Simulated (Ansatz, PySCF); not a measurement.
Spin states of HIrO (SMILES [OH][Ir]), each relaxed with B3LYP-D3(BJ)/def2-TZVP.
State 1 (charge 0, multiplicity 3):
| atom | x (Å) | y (Å) | z (Å) |
|---|---|---|---|
| Ir | -0.9390 | -0.6483 | -0.8156 |
| O | 0.4618 | -0.1337 | 0.3128 |
| H | 0.4439 | 0.8294 | 0.4325 |
State 2 (charge 0, multiplicity 5):
| atom | x (Å) | y (Å) | z (Å) |
|---|---|---|---|
| Ir | -1.0054 | -0.7721 | -0.8828 |
| O | 0.3807 | -0.0398 | 0.2647 |
| H | 0.5914 | 0.8592 | 0.5479 |

Singlets are restricted, other states unrestricted; no spin–orbit coupling, no relativity up to Kr; see below for the cores. The largest T1 diagnostic is 0.063.

The values were computed with Ansatz (a program for electronic structure) with Gaussian orbitals; PySCF for the dispersion terms. Each number belongs to the level named beside it. In def2 rows elements past Kr take small-core potentials, without spin–orbit coupling.

| level | energy of the multiplicity-5 state less that of the multiplicity-3 state (kcal/mol) |
|---|---|
| PBE/def2-TZVPP | 22.85 |
| PBE-D3(BJ)/def2-TZVPP | 22.85 |
| BLYP/def2-TZVPP | 24.09 |
| BLYP-D3(BJ)/def2-TZVPP | 24.09 |
| r2SCAN/def2-TZVPP | 16.09 |
| r2SCAN-D3(BJ)/def2-TZVPP | 16.09 |
| B97M-V/def2-TZVPP | ___ |
| CAM-B3LYP/def2-TZVPP | 20.28 |
| CAM-B3LYP-D3(BJ)/def2-TZVPP | 20.27 |

Question: Fill in the missing entries.

Answer: 
- B97M-V/def2-TZVPP, energy of the multiplicity-5 state less that of the multiplicity-3 state (kcal/mol): 18.40
